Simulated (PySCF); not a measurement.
C6H13F.
Structure used (PBE0-D3(BJ)/def2-SVP), in Å, numbered top down from 1:
```xyz
20
C6H13F angstrom
C     -1.474    0.668   -1.184
C     -1.056   -0.377   -0.155
C     -2.135   -0.557    0.906
C      0.286   -0.047    0.499
C      1.477   -0.008   -0.448
C      2.794    0.179    0.268
F      3.006   -0.844    1.165
H     -0.764    0.737   -2.022
H     -1.543    1.667   -0.720
H     -2.461    0.433   -1.610
H     -0.936   -1.342   -0.683
H     -2.295    0.380    1.466
H     -1.855   -1.334    1.634
H     -3.098   -0.844    0.458
H      0.202    0.923    1.025
H      0.499   -0.797    1.280
H      1.376    0.811   -1.180
H      1.520   -0.944   -1.032
H      3.635    0.190   -0.446
H      2.804    1.131    0.829
```

Computed with PySCF at CAM-B3LYP/def2-SVPD, non-relativistic, on one gas-phase PBE0-D3(BJ)/def2-SVP geometry that isn't relaxed in the solvent. The solvent is an IEF-PCM continuum (Bondi radii, 1.10 Å for H, scaled by 1.2), and excitations are vertical TDDFT with non-equilibrium linear response and a frozen core. Specific hydrogen bonds and non-electrostatic terms are outside this model.

```tsv
run	E − E(gas) (kJ/mol)	HOMO (eV)	HOMO–LUMO gap (eV)	dipole (D)	lowest singlet (eV)	static polarisability (au)
gas	0.00	-10.33	11.69	1.81	8.86	76.0
P	-10.20	-10.14	11.69	2.23	8.83	95.8
Q	-8.90	-10.16	11.69	2.17	8.83	92.7
```

The runs were made in chloroform and tetrahydrofuran. Which run belongs to which solvent?

P = tetrahydrofuran, Q = chloroform. The dielectric constants are 4.711 (chloroform), 7.426 (tetrahydrofuran), and the energy falls further as ε rises. The optical constants n² used for the excitations are 2.09, 1.97 in the same order. In this model the ground state sees the solvent through ε alone.

How constant is the ratio of the lowering to (ε − 1)/(2ε + 1)?

| solvent | (ε − 1)/(2ε + 1) | E − E(gas) (kJ/mol) | ratio (kJ/mol) | polarisation term (kJ/mol) |
| --- | --- | --- | --- | --- |
| chloroform | 0.356 | -8.90 | -25.0 | -9.88 |
| tetrahydrofuran | 0.405 | -10.20 | -25.2 | -11.52 |

The ratio changes by +0.7 % in size from chloroform to tetrahydrofuran. The polarisation term is half the interaction of the solute with the induced surface charges.
